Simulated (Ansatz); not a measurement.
Li₃Si₆. Charge 0, multiplicity 2. Geometry PBE0-D4/def2-SVP; atoms count from 1.

```csv
atom,x (Å),y (Å),z (Å)
Li1,0.020,1.315,-2.362
Li2,1.676,-1.190,-1.753
Li3,1.986,1.252,-0.261
Si4,0.473,-1.039,0.647
Si5,-0.855,0.980,0.161
Si6,0.854,1.017,1.905
Si7,-1.147,-0.157,2.487
Si8,-2.154,-1.285,0.551
Si9,-0.851,-0.894,-1.375
```

Another isomer (doublet) lies 0.63 eV lower at PBE0-D4/def2-TZVP; other spin states weren't run for this one.

Problem. Estimate the Mulliken populations from the PBE0/def2-TZVP orbitals of Ansatz.

Solution. 
```csv
atom,charge (e),spin (α − β)
Li1,0.40,0.31
Li2,0.40,0.31
Li3,0.33,0.40
Si4,-0.19,-0.03
Si5,-0.19,-0.03
Si6,-0.27,0.00
Si7,-0.06,0.00
Si8,-0.05,0.08
Si9,-0.37,-0.05
```
Mulliken values depend strongly on the basis.

Problem. Where does the spin sit?

Solution. Summed by element: Li 1.03, Si -0.03, of 1 unpaired in all. Largest on single atoms: Li3 0.40, Li2 0.31, Li1 0.31.

Problem. And the Mayer bond orders between heavy atoms (over 0.3)?

Solution. Si4–Si5 0.66 (2.46 Å); Si4–Si6 0.73 (2.44 Å); Si4–Si7 0.55 (2.60 Å); Si4–Si8 0.54 (2.64 Å); Si4–Si9 0.74 (2.42 Å); Si5–Si6 0.73 (2.44 Å); Si5–Si7 0.55 (2.61 Å); Si5–Si8 0.54 (2.64 Å); Si5–Si9 0.74 (2.42 Å); Si6–Si7 0.84 (2.39 Å); Si7–Si8 0.77 (2.46 Å); Si8–Si9 0.87 (2.36 Å).
